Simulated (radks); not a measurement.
Results of a calculation; reference values are marked as such.
Dipole-allowed excitations along the series with 2 electrons in [He]. Code: a radial shooting solver on a logarithmic mesh with Libxc functionals. Model: scalar-relativistic Kohn-Sham, LB94 model potential, spin-unpolarised, spherical densities, finite nucleus; Fermi nuclear charge, rms radius of each element as measured or else 0.836 A^(1/3) + 0.57 fm. Time-dependent linear response with the Hartree and adiabatic LDA kernel, continuum included through the Sternheimer equations, no spin-orbit coupling, so fine structure and intercombination lines are absent. Lines are the poles of the dipole polarisability below minus the highest occupied eigenvalue, found on a grid refined at the orbital gaps; the lowest seven at most are given, and weak or close lines can be missed. The first line takes the name of the lowest orbital gap if no other gap lies below it; otherwise a line is named after a gap within 0.6 % of it, if that gap stands alone.

[
 {"species": "V21+", "-e(HOMO) (eV)": "6808.1", "lowest orbital gap (eV)": "1s-2p 5176.3", "first line (eV)": "5190.9 (1s-2p)", "f": "0.771", "static alpha (bohr^3)": "0.00003364"},
 {"species": "Cr22+", "-e(HOMO) (eV)": "7437.2", "lowest orbital gap (eV)": "1s-2p 5652.1", "first line (eV)": "5668.7 (1s-2p)", "f": "0.772", "static alpha (bohr^3)": "0.00002822"},
 {"species": "Mn23+", "-e(HOMO) (eV)": "8094.8", "lowest orbital gap (eV)": "1s-2p 6149.5", "first line (eV)": "6168.2 (1s-2p)", "f": "0.773", "static alpha (bohr^3)": "0.00002384"},
 {"species": "Fe24+", "-e(HOMO) (eV)": "8781.0", "lowest orbital gap (eV)": "1s-2p 6668.4", "first line (eV)": "6689.6 (1s-2p)", "f": "0.774", "static alpha (bohr^3)": "0.00002027"},
 {"species": "Co25+", "-e(HOMO) (eV)": "9495.9", "lowest orbital gap (eV)": "1s-2p 7209.1", "first line (eV)": "7232.9 (1s-2p)", "f": "0.774", "static alpha (bohr^3)": "0.00001735"}
]
